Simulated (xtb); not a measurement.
ClHg (SMILES [Cl][Hg]), doublet, geometry from GFN2-xTB (such geometries of metal compounds can be far from the true shape) (the spin is typed, not shown lowest), atoms displaced at random by about 0.06 Å a coordinate; xtb with GFN2-xTB.

The xtb input:
```
$ xtb mol.xyz --gfn 2 --chrg 0 --uhf 1 --opt --json

# file mol.xyz
2

Hg     0.03141429     0.00306360    -0.42701481
Cl    -0.03517930     0.01053113     2.10167078
```

The log (banner, timings and long lists left out):

```
   ID    Z sym.   atoms
    1   80 Hg     1
    2   17 Cl     2

           -------------------------------------------------
          |                Calculation Setup                |
           -------------------------------------------------

           -------------------------------------------------
          |                 G F N 2 - x T B                 |
           -------------------------------------------------

          ...................................................
          :                      SETUP                      :
          :.................................................:
          :  # basis functions                  14          :
          :  # atomic orbitals                  13          :
          :  # shells                            5          :
          :  # electrons                         9          :
          :  max. iterations                   250          :
          :  Hamiltonian                  GFN2-xTB          :
          :  restarted?                      false          :
          :  GBSA solvation                  false          :
          :  PC potential                    false          :
          :  electronic temp.          300.0000000     K    :
          :  accuracy                    1.0000000          :
          :  -> integral cutoff          0.2500000E+02      :
          :  -> integral neglect         0.1000000E-07      :
          :  -> SCF convergence          0.1000000E-05 Eh   :
          :  -> wf. convergence          0.1000000E-03 e    :
          :  Broyden damping             0.4000000          :
          :  net charge                          0          :
          :  unpaired electrons                  1          :
          ...................................................

 iter      E             dE          RMSdq      gap      omega  full diag
   1     -5.3564252 -0.535643E+01  0.151E+01    7.24       0.0  T
   2     -5.3577914 -0.136619E-02  0.927E+00    7.45       1.0  T
   3     -5.3579076 -0.116190E-03  0.146E+00    7.44       1.0  T
   4     -5.3579519 -0.443481E-04  0.481E-01    7.48       1.0  T
   5     -5.3579558 -0.384410E-05  0.359E-02    7.47       2.0  T
   6     -5.3579560 -0.268769E-06  0.196E-02    7.47       3.6  T
   7     -5.3579563 -0.313599E-06  0.645E-03    7.47      11.0  T
   8     -5.3579564 -0.263244E-07  0.356E-03    7.47      19.9  T
   9     -5.3579564 -0.379896E-08  0.795E-05    7.47     889.1  T
  10     -5.3579564 -0.310862E-12  0.628E-06    7.47   11253.1  T

   *** convergence criteria satisfied after 10 iterations ***

         :::::::::::::::::::::::::::::::::::::::::::::::::::::
         ::                     SUMMARY                     ::
         :::::::::::::::::::::::::::::::::::::::::::::::::::::
         :: total energy              -5.357800302275 Eh    ::
         :: gradient norm              0.007983253509 Eh/a0 ::
         :: HOMO-LUMO gap              7.472654378097 eV    ::
         ::.................................................::
         :: SCC energy                -5.357956368174 Eh    ::
         :: -> isotropic ES            0.008675674016 Eh    ::
         :: -> anisotropic ES          0.000993057500 Eh    ::
         :: -> anisotropic XC         -0.000776383574 Eh    ::
         :: -> dispersion             -0.000948087691 Eh    ::
         :: repulsion energy           0.000156065899 Eh    ::
         :: add. restraining           0.000000000000 Eh    ::
         :: total charge               0.000000000461 e     ::
         :::::::::::::::::::::::::::::::::::::::::::::::::::::

      -----------------------------------------------------------
     |                   =====================                   |
     |                        A N C O P T                        |
     |                   =====================                   |
     |               Approximate Normal Coordinate               |
     |                Rational Function Optimizer                |
      -----------------------------------------------------------
      -----------------------------------------------------------
     |                   =====================                   |
     |                        A N C O P T                        |
     |                   =====================                   |
     |               Approximate Normal Coordinate               |
     |                Rational Function Optimizer                |
      -----------------------------------------------------------

          ...................................................
          :                      SETUP                      :
          :.................................................:
          :   optimization level            normal          :
          :   max. optcycles                   200          :
          :   ANC micro-cycles                  20          :
          :   degrees of freedom                 1          :
          :.................................................:
          :   RF solver                   davidson          :
          :   write xtbopt.log                true          :
          :   linear (good luck)              true          :
          :   energy convergence         0.5000000E-05 Eh   :
          :   grad. convergence          0.1000000E-02 Eh/α :
          :   maxmium RF displ.          1.0000000          :
          :   Hlow (freq-cutoff)         0.1000000E-01      :
          :   Hmax (freq-cutoff)         5.0000000          :
          :   S6 in model hess.         20.0000000          :
          ...................................................

generating ANC from exact Hessian ...
Using Lindh-Hessian (1995)
 Shifting diagonal of input Hessian by    0.0000000000000000
 Lowest  eigenvalues of input Hessian
    0.000000    0.000000    0.000000    0.000000    0.000000    0.034620
 Highest eigenvalues
    0.000000    0.000000    0.000000    0.000000    0.000000    0.034620

[...]
 * total energy  :    -5.3578003 Eh     change        0.5329071E-14 Eh
 * total energy  :    -5.3580658 Eh     change       -0.2655101E-03 Eh
 * total energy  :    -5.3582833 Eh     change       -0.2174916E-03 Eh
 * total energy  :    -5.3582856 Eh     change       -0.2283141E-05 Eh
   *** GEOMETRY OPTIMIZATION CONVERGED AFTER 4 ITERATIONS ***
[...]
           -------------------------------------------------

          ...................................................
          :                      SETUP                      :
          :.................................................:
          :  # basis functions                  14          :
          :  # atomic orbitals                  13          :
          :  # shells                            5          :
          :  # electrons                         9          :
          :  max. iterations                   250          :
          :  Hamiltonian                  GFN2-xTB          :
          :  restarted?                      false          :
          :  GBSA solvation                  false          :
          :  PC potential                    false          :
          :  electronic temp.          300.0000000     K    :
          :  accuracy                    1.0000000          :
          :  -> integral cutoff          0.2500000E+02      :
          :  -> integral neglect         0.1000000E-07      :
          :  -> SCF convergence          0.1000000E-05 Eh   :
          :  -> wf. convergence          0.1000000E-03 e    :
          :  Broyden damping             0.4000000          :
          :  net charge                          0          :
          :  unpaired electrons                  1          :
          ...................................................

 iter      E             dE          RMSdq      gap      omega  full diag
   1     -5.3583569 -0.535836E+01  0.799E-07    7.63       0.0  T
   2     -5.3583569  0.177636E-14  0.478E-07    7.63  100000.0  T
   3     -5.3583569 -0.266454E-14  0.564E-08    7.63  100000.0  T

   *** convergence criteria satisfied after 3 iterations ***

         :::::::::::::::::::::::::::::::::::::::::::::::::::::
         ::                     SUMMARY                     ::
         :::::::::::::::::::::::::::::::::::::::::::::::::::::
         :: total energy              -5.358285587190 Eh    ::
         :: gradient norm              0.000433829902 Eh/a0 ::
         :: HOMO-LUMO gap              7.625470046185 eV    ::
         ::.................................................::
         :: SCC energy                -5.358356917887 Eh    ::
         :: -> isotropic ES            0.008336447248 Eh    ::
         :: -> anisotropic ES          0.001036629858 Eh    ::
         :: -> anisotropic XC         -0.000668808544 Eh    ::
         :: -> dispersion             -0.000946297617 Eh    ::
         :: repulsion energy           0.000071330697 Eh    ::
         :: add. restraining           0.000000000000 Eh    ::
         :: total charge               0.000000000000 e     ::
         :::::::::::::::::::::::::::::::::::::::::::::::::::::

           -------------------------------------------------
          |                Property Printout                |
           -------------------------------------------------

    * Orbital Energies and Occupations

         #    Occupation            Energy/Eh            Energy/eV
      -------------------------------------------------------------
         1        2.0000           -1.0570716             -28.7644
         2        2.0000           -0.5084362             -13.8353
         3        2.0000           -0.4360013             -11.8642
         4        2.0000           -0.4360013             -11.8642
         5        1.0000           -0.4031022             -10.9690 (HOMO)
         6                         -0.1228714              -3.3435 (LUMO)
         7                         -0.1228714              -3.3435
         8                          0.0191438               0.5209
         9                          0.0191438               0.5209
        10                          0.0194368               0.5289
        11                          0.0211923               0.5767
        12                          0.0211923               0.5767
        13                          0.1007427               2.7413
      -------------------------------------------------------------
                  HL-Gap            0.2802309 Eh            7.6255 eV
             Fermi-level           -0.3411046 Eh           -9.2819 eV

     #   Z          covCN         q      C6AA      α(0)
     1  80 Hg       0.774     0.150   348.499    36.244
     2  17 Cl       0.774    -0.150   103.664    15.575

 Mol. C6AA /au·bohr⁶  :        826.354781
 Mol. C8AA /au·bohr⁸  :      63524.629035
 Mol. α(0) /au        :         51.819003

Wiberg/Mayer (AO) data.
largest (>0.10) Wiberg bond orders for each atom

 ---------------------------------------------------------------------------
     #   Z sym  total        # sym  WBO       # sym  WBO       # sym  WBO
 ---------------------------------------------------------------------------
     1  80 Hg   0.761 --     2 Cl   0.761
     2  17 Cl   0.761 --     1 Hg   0.761
 ---------------------------------------------------------------------------

Topologies differ in total number of bonds
Writing topology from bond orders to xtbtopo.mol

molecular dipole:
                 x           y           z       tot (Debye)
 q only:        0.019      -0.002      -0.740
   full:        0.020      -0.002      -0.759       1.929
molecular quadrupole (traceless):
                xx          xy          yy          xz          yz          zz
 q only:        1.170       0.000       1.170       0.050      -0.019      -2.341
  q+dip:        1.055       0.000       1.055       0.040      -0.019      -2.111
   full:        1.588       0.000       1.589       0.082      -0.023      -3.176

optimized geometry written to: xtbopt.xyz

           -------------------------------------------------
          | TOTAL ENERGY               -5.358285587190 Eh   |
          | GRADIENT NORM               0.000433829902 Eh/α |
          | HOMO-LUMO GAP               7.625470046185 eV   |
           -------------------------------------------------

normal termination of xtb
```
